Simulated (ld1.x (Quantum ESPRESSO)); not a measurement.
**Si (Z = 14), RRKJ: configuration errors across variants**

```json
{
 "Element": "silicon (Si)",
 "Generator": "ld1.x (Quantum ESPRESSO) 7.5",
 "Type": "norm-conserving RRKJ (Kleinman–Bylander form)",
 "Functional": "BLYP",
 "Relativity": "scalar-relativistic",
 "Frozen core": "[Ne]",
 "Valence charge": "4",
 "Reference configuration": "3s2 3p0 (charge +2)",
 "Partial waves": "3p (bound, empty): rc 1.40 bohr; 3s (bound): rc 1.50 bohr",
 "Local potential": "the s channel",
 "Core correction": "none"
}
```

All-electron excitation energies from the reference (eV): (1) 3s2 3p2 -23.479; (2) 3s2 3p1 -15.889; (3) 3s1 3p0 34.004; (4) 3s2 3p2.3 -24.364; (5) 3s2 3p1.5 -20.634; (6) 3s0 3p4 -9.604; (7) 3s1 3p3 -16.627.

4 further variants failed, have other tests or another functional or relativity, and are left out.

Errors AE − PS in meV (a dash: test not solved or not reliable):

| change | (1) | (2) | (3) | (4) | (5) | (6) | (7) | bound ghosts |
| --- | --- | --- | --- | --- | --- | --- | --- | --- |
| base | +61 | +26 | +117 | +68 | +45 | +97 | +64 | none |
| wave 3p (bound): rc 1.40 bohr becomes 3p (bound): rc 1.70 bohr | +57 | +25 | +117 | +63 | +43 | +44 | +46 | none |
| core correction a·sin(br)/r model core inside 0.92 bohr | +25 | +8.9 | +9.1 | +29 | +17 | +19 | +21 | none |
| all radii scaled by about 1.34 (s 2.02, p 1.88 bohr) | +73 | +32 | +113 | +81 | +54 | +65 | +67 | none |
| local potential the p channel | +56 | +23 | +121 | +63 | +40 | +115 | +60 | none |
| core correction a·sin(br)/r model core inside 1.12 bohr | +26 | +9.6 | +18 | +30 | +18 | +21 | +22 | none |
| type TM; local potential the p channel | +61 | +26 | +117 | +68 | +45 | +106 | +67 | none |

Q: Give the same row for: wave 3s (bound): rc 1.50 bohr becomes 3s (bound): rc 2.22 bohr.

A: +86, +35, +107, +96, +62, +101, +86; bound ghosts: none.
